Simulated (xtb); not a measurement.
xtb was given this input:
```
$ xtb mol.xyz --gfn 2 --opt vtight --json

# file mol.xyz
2

Br     0.72674515     0.03316060    -0.01495797
H     -0.66299034    -0.02038261    -0.02756991
```

Q: Predict the dipole moment from GFN2-xTB run with xtb.

A: 2.56 D

Q: Predict the total energy at the end of the optimisation from GFN2-xTB.

A: -4.5887 Eh

Q: What HOMO-LUMO gap does GFN2-xTB give?

A: 7.07 eV
